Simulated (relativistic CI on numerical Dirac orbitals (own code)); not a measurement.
## Mn6+ in a cubic cluster: 3s photoemission with charge transfer

Computed with a charge-transfer multiplet model of a cubic metal-ligand cluster with up to 2 ligand holes, Slater and spin-orbit integrals from Dirac-Coulomb-Breit ions, Slater integrals scaled by 0.9. The ground state mixes d1 with configurations of k ligand holes L, whose averages lie at kΔ + k(k − 1)U_dd/2; a core hole lowers each added d electron by U_cd. 20 K, Lorentzian 1.4 eV and Gaussian 0.8 eV FWHM.

Atomic integrals in eV (Slater integrals scaled, ζ unscaled), ground: F2dd 11.938, F4dd 7.546, zeta_d 0.064; with the core hole: F2dd 11.938, F4dd 7.546, zeta_d 0.072, G2cd 12.343. Where a configuration has fewer than two d electrons, the dd integrals are those of d2.

Cluster parameters (eV): Δ = -0.6, U_dd = 6, U_cd = 7.1, 10Dq = 2.25, 10Dq(ligand) = 1.6, final-state hopping factor = 1.

```
                             Case   n_d    d1   d2L  d3L2     S
V(eg) = 1.2 eV, V(t2g) = -0.57 eV  2.07  0.06  0.82  0.12  0.74
V(eg) = 2.1 eV, V(t2g) = -0.99 eV  1.95  0.22  0.60  0.18  0.50
V(eg) = 2.4 eV, V(t2g) = -1.13 eV  1.96  0.22  0.59  0.19  0.50
V(eg) = 2.7 eV, V(t2g) = -1.27 eV  1.97  0.23  0.58  0.20  0.50
  V(eg) = 3 eV, V(t2g) = -1.41 eV  1.98  0.23  0.57  0.20  0.50
```

Weights, n_d and S are thermal averages at 20 K. Binding energies count from the first peak over 30 % of the highest in each spectrum, which can be another peak from case to case. The parameters are a model scan and need not match a compound or its usual spin state. Peaks in eV (height, largest 100):
- V(eg) = 1.2 eV, V(t2g) = -0.57 eV: 0.0 (89), 3.2 (100), 8.2 (84), 13.2 (33)
- V(eg) = 2.1 eV, V(t2g) = -0.99 eV: 0.0 (100), 5.2 (41), 8.6 (35), 16.5 (8), 18.1 (9)
- V(eg) = 2.4 eV, V(t2g) = -1.13 eV: 0.0 (100), 5.2 (40), 8.7 (28), 12.5 (11), 17.5 (6), 19.3 (6)
- V(eg) = 2.7 eV, V(t2g) = -1.27 eV: 0.0 (100), 5.3 (37), 8.9 (22), 13.7 (8)
- V(eg) = 3 eV, V(t2g) = -1.41 eV: 0.0 (100), 5.3 (34), 9.2 (17), 15.0 (7)

For the case V(eg) = 2.1 eV, V(t2g) = -0.99 eV, Δ = -0.6 eV is smaller than U_dd = 6 eV, the charge-transfer side of the Zaanen-Sawatzky-Allen scheme (negative Δ: between configuration averages a ligand hole costs less than the nominal valence; multiplet and field energies can change this for the lowest states). With the core hole the average of the configuration with one ligand hole lies at Δ − U_cd = -7.7 eV before mixing: it lies below the unscreened one, so the lowest final states are mostly screened and the unscreened weight appears at higher binding energy as a satellite.

With at most 2 ligand holes the space is cut while the next configuration still counts, so covalency is underestimated, and a final configuration with one more ligand hole, which can lie low, is missing from the spectra.

Without intra-shell correlation the exchange splitting of the 3s hole comes out too large.
